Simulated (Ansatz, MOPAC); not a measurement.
Molecule: C₄H₉O, charge 0, multiplicity 2. SMILES: [CH2]OC(C)C

Atoms: C1, C2, C3, O4, C5, H6, H7, H8, H9, H10, H11, H12, H13, H14. Bonds: C1-C2, C1-H6, C1-H7, C1-H8, C2-C3, C2-O4, C2-H9, C3-H10, C3-H11, C3-H12, O4-C5, C5-H13, C5-H14.

Bond lengths (Å) and angles (degrees) optimised at MNDO with MOPAC; B3LYP/6-31G* with Ansatz (a first-principles code); MP2/6-31G* with Ansatz, each started from the B3LYP-D3(BJ)/def2-TZVP structure (Ansatz) of the last column. A row stands for all coordinates that are equal there; 11 of 28 kinds are shown. 6-31G* holds six Cartesian d functions. No wavenumbers were computed at MNDO, MP2/6-31G*, so these may be saddle points.

```
coordinate   MNDO  B3LYP/6-31G*  MP2/6-31G*  B3LYP-D3(BJ)/def2-TZVP
----------  -----  ------------  ----------  ----------------------
C1-C2       1.552         1.528       1.520                   1.521
C1-H6       1.109         1.094       1.092                   1.090
C1-H7       1.109         1.096       1.094                   1.091
C1-H8       1.108         1.096       1.093                   1.092
C2-C3       1.551         1.524       1.516                   1.516
C2-O4       1.415         1.439       1.440                   1.439
C2-H9       1.127         1.102       1.101                   1.097
O4-C5       1.341         1.360       1.366                   1.352
C1-C2-C3    113.1         113.1       113.0                   113.0
C1-C2-O4    110.8         110.3       110.2                   110.3
C3-C2-O4    107.9         106.5       105.9                   106.7
```

Mean signed difference of all 13 bond lengths from B3LYP-D3(BJ)/def2-TZVP: MNDO 0.013 Å, B3LYP/6-31G* 0.005 Å, MP2/6-31G* 0.003 Å.
